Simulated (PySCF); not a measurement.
## Absolute configuration from chiroptical data

Theory: PySCF, TDDFT CAM-B3LYP/def2-SVPD circular dichroism and optical rotation, one conformer, gas phase. Geometry: GFN2-xTB.

States above about 8.4 eV (minus the energy of the highest occupied orbital) lie near or above the ionisation threshold and depend on the basis.

Values for one enantiomer of C$_{6}$H$_{10}$FN, R in 10⁻⁴⁰ esu² cm² (velocity form):
| λ (nm) | f | R |
| --- | --- | --- |
| 185 | 0.018 | -0.2 |
| 164 | 0.008 | -3.6 |
| 162 | 0.001 | +2.8 |
| 160 | 0.0009 | +4.3 |
| 150 | 0.004 | -13.5 |
| 148 | 0.005 | -3.4 |
| 147 | 0.004 | +10.1 |
| 144 | 0.004 | +8.8 |

[α] at 589.3 nm: -30 deg dm⁻¹ (g/mL)⁻¹ (origin-invariant length gauge).

**Question.** Which structure gives these signs?
A. F[C@H]1C[C@@H]2CC[C@H]1N2
B. F[C@@H]1C[C@H]2CC[C@@H]1N2

**Answer.** A. Its CIP labels in SMILES order are S, S, R; the other enantiomer gives every sign reversed.

The signs above follow by mirror symmetry from the run on the other enantiomer. Geometry of F[C@@H]1C[C@H]2CC[C@@H]1N2 as run:
```xyz
18

F     2.390   -1.128    0.130
C     1.258   -0.578   -0.446
C     1.147    0.914   -0.105
C    -0.168    0.948    0.706
C    -1.342    0.761   -0.265
C    -1.214   -0.732   -0.627
C    -0.008   -1.156    0.222
N    -0.198   -0.329    1.405
H     1.333   -0.795   -1.514
H     1.995    1.213    0.512
H     1.118    1.545   -0.990
H    -0.263    1.805    1.369
H    -2.283    0.961    0.243
H    -1.267    1.415   -1.132
H    -2.098   -1.289   -0.322
H    -1.046   -0.898   -1.690
H     0.062   -2.221    0.437
H     0.575   -0.428    2.058
```
